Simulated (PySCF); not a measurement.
## Nuclear quadrupole coupling in 5,5-difluoro-1,3-dioxane

5,5-difluoro-1,3-dioxane, C₄H₆F₂O₂.
Z-matrix (Å and degrees, PBE0-D3(BJ)/def2-TZVP geometry), rows numbered from 1:
```
F 
C   1  1.3559
F   2  1.3611  1  106.99
C   2  1.5169  1  109.97  3   118.74
O   4  1.4056  2  110.16  1    72.85
C   5  1.3957  4  111.16  2    55.17
O   6  1.3958  5  112.44  4   -62.96
C   7  1.4055  6  111.25  5    62.85
H   4  1.0900  2  109.95  1   -46.34
H   4  1.0994  2  108.05  1  -165.56
H   6  1.1053  5  109.62  4    59.27
H   6  1.0881  5  107.16  4   179.56
H   8  1.0901  2  109.81  1    46.03
H   8  1.0993  2  108.12  1   165.24
```

Field gradients from the PBE0/pcSseg-2 density (PySCF, non-relativistic), principal values in atomic units, ordered |Vxx| ≤ |Vyy| ≤ |Vzz|:

| atom | Vxx | Vyy | Vzz |
| --- | --- | --- | --- |
| O5 | 0.0069 | 1.8724 | -1.8793 |
| O7 | 0.0051 | 1.8738 | -1.8789 |

Problem. Find the asymmetry η = (Vxx − Vyy)/Vzz and the couplings χ = eQV/h (234.96 MHz × Q in barn × V in au), with Q(17O) = −0.0256 b.

Solution. 
```
atom          environment  nucleus     η  χzz (MHz)  χxx (MHz)  χyy (MHz)
  O5  cyclic ether oxygen      17O  0.99      11.30      -0.04     -11.26
  O7  cyclic ether oxygen      17O  0.99      11.30      -0.03     -11.27
```

At O5 and O7 η is above 0.9: Vyy and Vzz are nearly equal in size and opposite in sign, so a small change could swap them and flip the sign of χzz. 

Problem. What is Vzz at O5 in SI units (1 au = 9.71736 × 10²¹ V/m²)?

Solution. -1.8793 au = -18.262 × 10²¹ V/m².

Problem. And the gradient at the other heavy atoms, for which no coupling is worked out here?

Solution. 
| atom | environment | Vzz (au) | η |
| --- | --- | --- | --- |
| F1 | fluorine of a CF2 group | 2.877 | 0.10 |
| C2 | CF2 carbon | -0.561 | 0.71 |
| F3 | fluorine of a CF2 group | 2.845 | 0.06 |
| C4 | sp3 carbon bound to oxygen | 0.345 | 0.37 |
| C6 | sp3 carbon bearing two oxygens | -0.397 | 0.75 |
| C8 | sp3 carbon bound to oxygen | 0.345 | 0.37 |

Problem. What couplings would deuterons (Q(2H) = 0.00286 b) have in place of the hydrogens, at this geometry?

Solution. 
```
atom  bonded to  bond length (Å)  Vzz (au)     η  χzz (kHz)
  H9         C4            1.090    0.2758  0.06        185
 H10         C4            1.099    0.2624  0.06        176
 H11         C6            1.105    0.2512  0.03        169
 H12         C6            1.088    0.2758  0.05        185
 H13         C8            1.090    0.2756  0.06        185
 H14         C8            1.099    0.2627  0.06        177
```

Geometry: PBE0-D3(BJ)/def2-TZVP, one conformer, isolated molecule.
